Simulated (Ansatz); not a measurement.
System: sum formula H8Si3NO, net charge 0, doublet state. It need not be the lowest isomer of its formula. 
Geometry from a B3LYP-D3(BJ)/def2-TZVP (Ansatz, a quantum-chemistry and plane-wave program) optimisation:
```xyz
13

Si    -0.0422    -1.0574    -0.6225
N     -1.0400    -0.3361     0.5942
Si    -2.5640     0.4852     0.4370
O      1.4729    -0.4145    -0.6182
Si     2.4425     0.6907     0.1149
H     -0.6887    -0.7519    -1.9301
H     -0.7325    -0.4885     1.5472
H     -2.5192     1.8039     1.1153
H     -2.8168     0.6714    -1.0066
H     -3.6777    -0.2886     1.0382
H      2.2585     0.6394     1.5856
H      2.1176     2.0552    -0.3606
H      3.8467     0.3693    -0.2151
```
Charge 0, spin multiplicity 2.

Quantity: atomisation energy (electronic, to ground-state atoms); the coupled-cluster value holds the core correlation from cc-pwCVTZ, in kcal/mol. Valence correlation only, unless marked. UHF or UKS for open shells. No spin-orbit coupling. Non-relativistic. CBS marks a two-point X^-3 extrapolation of the correlation energy; Hartree-Fock from the larger set.

Level to compare with: CCSD(T)/CBS(cc-pV(T+d)Z,cc-pV(Q+d)Z) plus the core term (Ansatz), 1025.3 kcal/mol. It is a level with limits of its own, and the differences hold the functionals' basis error too.

Rank these functionals by how close they come to CCSD(T)/CBS(cc-pV(T+d)Z,cc-pV(Q+d)Z), closest first: wB97X-V/def2-TZVPD (Ansatz); B3LYP/def2-TZVPD (Ansatz); SVWN5/def2-TZVPD (Ansatz); r2SCANh/def2-TZVPD (Ansatz).

wB97X-V/def2-TZVPD (range-separated hybrid with VV10, 1028.1 kcal/mol, difference 2.8), r2SCANh/def2-TZVPD (hybrid meta-GGA, 1011.6 kcal/mol, difference -13.7), B3LYP/def2-TZVPD (global hybrid, 1009.3 kcal/mol, difference -16.0), SVWN5/def2-TZVPD (LDA, 1137.5 kcal/mol, difference 112.2)
